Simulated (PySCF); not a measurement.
Job for PySCF: R-B3LYP/LANL2DZ on CH3BrSn (SMILES [CH3][Sn][Br]), a point of a torsion scan.

```python
from pyscf import gto, scf, dft, mp
from pyscf.data.elements import chemcore

mol = gto.M(
    atom='''
    C    -0.73249618   -0.00395983    0.01786226
    Sn    1.13110706    1.28278816   -0.09611158
    Br    2.21925146    0.34120205    1.98145711
    H    -0.90092072   -0.40898546    1.01796559
    H    -1.63488065    0.53895278   -0.27403849
    H    -0.64824903   -0.85793046   -0.66135072
    ''',
    basis='lanl2dz',
    ecp={'Br': 'lanl2dz', 'Sn': 'lanl2dz'},
    charge=0, spin=0, verbose=3, max_memory=1800)
mf = dft.RKS(mol, xc='b3lyp')
mf.conv_tol = 1e-8
mf.max_cycle = 100
mf.kernel()
if not mf.converged:
    mf = mf.newton().run(mf.mo_coeff, mf.mo_occ)
```

The log:

```
converged SCF energy = -56.4865605940125
```

The run converged.

Cost: very roughly 2.3 core-seconds.
